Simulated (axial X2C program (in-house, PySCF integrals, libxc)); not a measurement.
# What spin–orbit coupling does to MoO⁺

All values were computed with an in-house relativistic program for diatomic molecules. Spin-free means the one-electron spin-free X2C Hamiltonian; two-component (2c) means X2C with spin–orbit coupling and atomic mean-field two-electron Coulomb and Gaunt terms, so the difference of the two also holds small scalar two-electron terms. Basis: Mo dyall-cv3z [11s12p9d5f3g], O dyall-av3z [7s6p3d2f] (cores contracted in-house); Gaussian nuclei, density fitting, unrestricted open shells. Masses: Mo 97.905 u, O 15.995 u.

Spin-free state: M_S = 3/2, Λ = 0 (beyond evenly filled blocks: σα, δ+α, δ-α); fragments Mo+ + O.

```csv
level,Re (Å),ωe (cm⁻¹),De (eV),μ (D)
PBE0,1.613,1075.8,4.683,-3.55
```

Dipoles are positive if O is the positive end and refer to the centre of mass.

Two-component determinant lowest at the distance of the search:

Ω = 3/2 (⟨Sz⟩ = 1.50, ⟨Lz⟩ = 0.00 at PBE0); fragments Mo+ + O.

```json
{"level": "PBE0", "Re (Å)": "1.613", "ωe (cm⁻¹)": "1075.0", "De (eV)": "4.675", "μ (D)": "-3.55"}
```

(1) From the two tables, how do the constants change at the PBE0 level (2c against spin-free)?

One determinant describes the state; a PBE0 search over occupations chose it and may have missed a lower one. Dissociation energies refer to the lowest single-determinant-based atoms at the same level and basis. Density functionals use the spin component along the axis (collinear). In 2c an atomic determinant is not the ground J level, so De misses part of the atomic spin–orbit lowering. This holds for PBE0. PBE0 can misorder states that lie within some tenths of an eV, so this need not be the ground state of the molecule. The nearest other spin-free determinant of the search, M_S = 3/2, Λ = 1, lies 0.50 eV up at the distance of the search. Without a current term, density functionals place determinants with orbital angular momentum somewhat too high. With several unpaired electrons one determinant need not be a pure state. This is the top spin component of a Σ state; components of lower Ω are not single determinants and can lie lower. The determinant is spin-polarised beyond a pure state at some levels (its spin-free form has ⟨S²⟩ too high), which makes Re and μ there less reliable.

Answers

(1) At the PBE0 level Re is unchanged within 0.001 Å and ωe decreases by 0.8 cm⁻¹; De is not compared, since the atomic limits differ or miss part of their spin–orbit lowering.
